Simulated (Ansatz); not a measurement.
A nudged elastic band was laid between two geometries of GeH4O + H2S (9 atoms, charge 0, multiplicity 1).

Computed with RKS PBE0-D4/def2-SVP (Ansatz).

* movable images: 5
* climbing image: yes
* spring: 5.0 eV/Å²
* optimiser: quadratic models (default)
* start path: through a guess of the saddle point
* force threshold: 0.05 eV/Å
* iteration limit: 60
* end points: relaxed

First end point:

```xyz
9
Properties=species:S:1:pos:R:3
Ge -0.064 -0.444 -0.152
H 0.185 -0.863 1.309
H 1.235 -0.312 -0.947
O -0.800 1.196 -0.204
H -1.705 1.212 0.126
H -1.040 -1.432 -0.824
S 1.798 2.563 1.334
H 1.267 2.246 2.533
H 0.624 2.333 0.689
```

Last end point:

```xyz
9
Properties=species:S:1:pos:R:3
Ge -0.516 0.446 -0.121
H 3.105 -0.452 1.756
H 0.795 0.079 -0.822
O -1.329 1.519 -1.282
H -2.148 1.888 -0.933
H -1.394 -0.762 0.249
S -0.158 1.480 1.820
H 0.693 2.388 1.292
H 2.451 -0.087 1.904
```

(1) What changes between the two ends?

(2) Give the energies along the band, and the barrier.

(3) What is the geometry of the highest image?

Answers

(1) Bonds broken: Ge1–H2, S7–H9. Bonds formed: Ge1–S7, H2–H9. GeH4O + H2S becomes GeH4OS + H2.

(2) It converged. The highest image is number 4 of 0 to 6, 1.95 eV above the first end and 2.14 eV above the last; the last end lies 0.19 eV below the first. Beside the main top the profile has a ripple of under 15 meV (maxima at images 2, 4), which may be a very shallow well or noise. Neighbouring images differ by up to 1.9 eV, so the band resolves the path poorly. A vibrational analysis at the climbing image gives one clearly imaginary mode, 1207i cm⁻¹: a first-order saddle point. The orbitals stay closed-shell, which can raise the energy where a bond breaks towards radicals; this wasn't checked here.

```csv
image,path coordinate (Å),energy (eV),Ge1–H2 (Å),S7–H9 (Å),Ge1–S7 (Å)
0,0.00,0.00,1.54,1.36,3.84
1,2.73,0.00,1.55,1.35,3.94
2,5.47,0.02,1.54,1.35,4.25
3,8.20,0.01,1.55,1.35,4.20
4,10.94,1.95,1.84,1.73,2.67
5,12.51,0.02,2.84,2.52,2.25
6,14.08,-0.19,4.18,3.05,2.23
```

(3) 
```xyz
9
Properties=species:S:1:pos:R:3:forces:R:3
Ge 0.007 0.034 -0.038 0.00 0.00 0.00
H 1.441 -0.251 1.079 0.00 0.00 0.00
H 0.853 -0.704 -1.096 0.00 0.00 0.00
O -0.637 1.307 -1.093 0.00 0.00 0.00
H -1.125 1.957 -0.571 0.00 0.00 0.00
H -0.982 -0.829 0.752 0.00 0.00 0.00
S 0.015 1.821 1.945 0.00 0.00 0.00
H 0.858 2.667 1.311 0.00 0.00 0.00
H 1.072 0.497 1.573 0.00 0.00 0.00
```

Run time: 8.4 min on 2 threads of Intel(R) Xeon(R) Platinum 8259CL CPU @ 2.50GHz (Skylake/Cascade Lake), with other jobs on the host, peak memory 0.25 GiB.
